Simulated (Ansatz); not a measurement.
Steps of a relaxation of AuClF$_{3}$P, SMILES `F[P+](F)(F)[Au-][Cl]` with RKS PBE0-D4/def2-TZVP.

```sh
$ ansatz run in.yaml --threads 4 --pin off --events-out ev --progress --plain --max-ram 10444MiB
```

```yaml
crystal:
  periodic: [false, false, false]
  atoms:
    - {symbol: F, position_ang: [0.629160, -1.211250, 1.469690]}
    - {symbol: P, position_ang: [0.381830, -0.613280, 0.035810]}
    - {symbol: F, position_ang: [0.002830, -1.985880, -0.641780]}
    - {symbol: F, position_ang: [1.893440, -0.634420, -0.406310]}
    - {symbol: Au, position_ang: [-0.859870, 1.276730, -0.166500]}
    - {symbol: Cl, position_ang: [-2.047390, 3.168090, -0.290910]}
basis:
  gaussian: {orbitals: def2-TZVP}
hamiltonian: {xc: pbe0, dispersion: d4}
relax: {f_tol: 0.005, max_steps: 150}
```

Positions (Å) and forces (eV/Å) along the path, 6 of 6 steps:

```xyz
6
step=1 energy=-33649.9414 eV
F     0.629   -1.211    1.470   -0.528    0.824   -0.598
P     0.382   -0.613    0.036    1.148   -1.568    0.314
F     0.003   -1.986   -0.642   -0.325    1.258    0.156
F     1.893   -0.634   -0.406   -1.034    0.653    0.044
Au   -0.860    1.277   -0.167    0.708   -1.101    0.095
Cl   -2.047    3.168   -0.291    0.032   -0.066   -0.010
6
step=2 energy=-33650.1186 eV
F     0.614   -1.192    1.482   -0.255    0.483   -0.522
P     0.385   -0.597    0.055    0.880   -1.461    0.027
F    -0.055   -1.920   -0.661   -0.005    0.831    0.273
F     1.876   -0.587   -0.419   -0.735    0.275    0.158
Au   -0.813    1.207   -0.158    0.196   -0.215    0.110
Cl   -2.007    3.089   -0.299   -0.081    0.086   -0.046
6
step=3 energy=-33650.1290 eV
F     0.596   -1.168    1.487    0.229   -0.399    0.213
P     0.417   -0.646    0.058   -0.953    1.504   -0.103
F    -0.085   -1.895   -0.674    0.132   -0.399   -0.053
F     1.867   -0.557   -0.428    0.359   -0.299   -0.041
Au   -0.787    1.194   -0.129    0.193   -0.353   -0.032
Cl   -2.008    3.072   -0.315    0.040   -0.053    0.016
6
step=4 energy=-33650.1648 eV
F     0.606   -1.182    1.481    0.015   -0.021   -0.032
P     0.400   -0.615    0.060    0.021    0.010    0.041
F    -0.081   -1.886   -0.668    0.010   -0.026   -0.003
F     1.864   -0.568   -0.423    0.000   -0.030    0.005
Au   -0.785    1.188   -0.133   -0.041    0.065   -0.005
Cl   -2.004    3.063   -0.316   -0.005    0.001   -0.006
6
step=5 energy=-33650.1652 eV
F     0.611   -1.191    1.480   -0.001    0.006   -0.002
P     0.402   -0.614    0.064   -0.012    0.001   -0.015
F    -0.083   -1.882   -0.668   -0.001   -0.001    0.001
F     1.865   -0.572   -0.423   -0.001    0.004    0.003
Au   -0.787    1.193   -0.132    0.018   -0.006    0.021
Cl   -2.009    3.066   -0.321   -0.002   -0.005   -0.008
6
step=6 energy=-33650.1653 eV
F     0.612   -1.193    1.479    0.000    0.000    0.000
P     0.402   -0.613    0.065    0.000    0.000    0.000
F    -0.085   -1.880   -0.669    0.000    0.000    0.000
F     1.865   -0.573   -0.423    0.000    0.000    0.000
Au   -0.784    1.195   -0.127    0.000    0.000    0.001
Cl   -2.010    3.063   -0.325    0.000    0.000    0.000
```

Run time 28 s (4 threads of an Arm Neoverse V2 on a shared host); peak host memory 0.64 GiB.
